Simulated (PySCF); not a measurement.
SbClBr2, SMILES [Cl][Sb]([Br])[Br].

Geometry: r2SCAN-D4/def2-SVP. The structure was generated by enumeration; whether it is a known compound was not checked. The def2 effective core potentials stand for the cores of Sb; spin–orbit coupling is left out.

Method: PBE/def2-TZVP (PySCF).

Symmetry labels are those of the subgroup Cs that the program uses (full group Cs).

Computed valence orbital energies around the gap with their symmetry:
| orbital | symmetry | energy (eV) |
|---|---|---|
| HOMO−7 | A" | -9.74 |
| HOMO−6 | A' | -8.96 |
| HOMO−5 | A" | -8.12 |
| HOMO−4 | A' | -7.94 |
| HOMO−3 | A' | -7.60 |
| HOMO−2 | A" | -7.43 |
| HOMO−1 | A" | -7.31 |
| HOMO | A' | -7.20 |
| LUMO | A' | -3.03 |
| LUMO+1 | A" | -2.92 |
| LUMO+2 | A' | -2.85 |
| LUMO+3 | A" | 1.97 |
